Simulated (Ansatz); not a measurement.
Two members of one family (XGe6), computed with Ansatz in the gas phase. The two geometries come from different levels. HOMO and LUMO are taken over both spins. Binding counts from free atoms in the multiplicity of their measured ground term, without zero-point energy. The structures are stationary points that may keep the symmetry of their start.

First: SiGe6 (singlet, charge 0, B3LYP-D4/def2-SVP geometry).

Cartesian coordinates in Å:
```
Si -1.101 0.457 -0.370
Ge 0.472 -0.492 -2.170
Ge -1.010 -0.778 1.884
Ge -0.777 -2.094 -0.431
Ge 1.011 1.813 -0.929
Ge 0.095 1.637 1.576
Ge 1.310 -0.544 0.440
```

```
               level  HOMO (eV)  LUMO (eV)  gap (eV)  binding per atom (eV)
     PBE-D4/def2-SVP      -5.67      -3.68      1.99                   3.43
    PBE-D4/def2-TZVP      -5.60      -3.63      1.97                   3.46
 r2SCAN-D4/def2-TZVP      -5.86      -3.69      2.17                   3.34
r2SCANh-D4/def2-TZVP      -6.14      -3.46      2.68                   3.29
   PBE0-D4/def2-TZVP      -6.39      -3.06      3.33                   3.30
```

Second: Ge6N (doublet, charge 0, PBE-D4/def2-SVP geometry).

Cartesian coordinates in Å:
```
N 0.365 1.102 0.395
Ge 1.145 -1.942 0.358
Ge -0.097 0.785 -1.566
Ge -1.303 2.127 0.243
Ge -1.213 -0.536 0.531
Ge 1.140 0.168 1.862
Ge -0.037 -1.704 -1.824
```

**Question.** Estimate the same table for the second.

**Answer.** 
| level | HOMO (eV) | LUMO (eV) | gap (eV) | binding per atom (eV) |
| --- | --- | --- | --- | --- |
| PBE-D4/def2-SVP | -4.50 | -3.93 | 0.57 | 3.31 |
| PBE-D4/def2-TZVP | -4.47 | -3.90 | 0.58 | 3.33 |
| r2SCAN-D4/def2-TZVP | -4.81 | -3.81 | 0.99 | 3.15 |
| r2SCANh-D4/def2-TZVP | -5.11 | -3.56 | 1.55 | 3.07 |
| PBE0-D4/def2-TZVP | -5.32 | -3.25 | 2.07 | 3.10 |
